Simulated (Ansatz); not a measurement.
Total energies of Ga12P10Br6 from Ansatz at r2SCAN0-D4/def2-TZVP, gas phase (1 Eh = 27.2114 eV = 2625.5 kJ/mol). The reference geometry is relaxed at PBE-D4/def2-SVP.

```xyz
28

P     1.172    4.344   -3.140
P     3.674   -1.422   -0.882
P     1.851    0.258   -4.341
P     1.014    1.800    0.320
P     1.569   -2.049    2.074
P    -2.789    1.093    0.942
P    -0.583   -1.752   -1.389
P     0.091    1.164    4.037
P    -2.476   -2.406    3.462
P    -1.924    1.223   -2.651
Ga    2.758    0.696   -0.672
Ga    0.923    0.205    2.085
Ga    2.156    2.325   -3.302
Ga   -1.741    2.116    2.796
Ga   -0.538    2.959   -2.931
Ga    2.883   -1.377   -3.053
Ga    1.431   -2.001   -0.266
Ga   -0.088   -0.200   -3.084
Ga   -0.966    0.516   -0.477
Ga   -0.552   -2.954    2.257
Ga   -3.086   -1.106    1.552
Ga   -1.566   -0.416    4.198
Br    4.322    2.241   -1.974
Br   -1.865    4.432    2.771
Br    2.688   -3.468   -4.042
Br   -0.717   -4.904    0.999
Br   -4.195   -2.436    0.015
Br   -3.447    1.123    4.697
```

| state | geometry | energy (Eh) |
| --- | --- | --- |
| charge 0 singlet | reference | -41957.16297 |
| charge 1 doublet | reference | -41956.87929 |
| charge -1 doublet | reference | -41957.26627 |
| free P atom (quartet) | – | -341.23714 |
| free Ga atom (doublet) | – | -1924.76497 |
| free Br atom (doublet) | – | -2574.09413 |

Single mean-field runs in def2-TZVP are fitted with def2-universal-jkfit.

Question: Work out the vertical ionisation energy to the doublet.

Answer: E(charge 1 doublet) − E(charge 0 singlet) = -41956.87929 − (-41957.16297) = 0.28368 Eh = 7.72 eV. For comparison, −ε of the highest occupied level is 6.83 eV at this level, 0.89 eV less.

Question: Work out the vertical electron affinity, to the doublet.

Answer: E(charge 0 singlet) − E(charge -1 doublet) = -41957.16297 − (-41957.26627) = 0.10330 Eh = 2.81 eV. The basis lacks diffuse functions, which makes affinities too small.

Question: Give the fundamental gap IE − EA, the Mulliken electronegativity (IE + EA)/2 and the hardness (IE − EA)/2.

Answer: From the values in Eh: IE − EA = 0.28368 − 0.10330 = 0.18038 Eh = 4.91 eV; (IE + EA)/2 = 5.27 eV; (IE − EA)/2 = 2.45 eV. The HOMO–LUMO gap of the same run is 3.18 eV, 1.73 eV smaller than the fundamental gap.

Question: What is the binding energy per atom against free atoms?

Answer: Atoms: 10 × (-341.23714) + 12 × (-1924.76497) + 6 × (-2574.09413) = -41954.11582 Eh. Binding: -41954.11582 − (-41957.16297) = 3.04715 Eh = 82.92 eV, or 2.96 eV for each of 28 atoms (no zero-point energy, no counterpoise term).
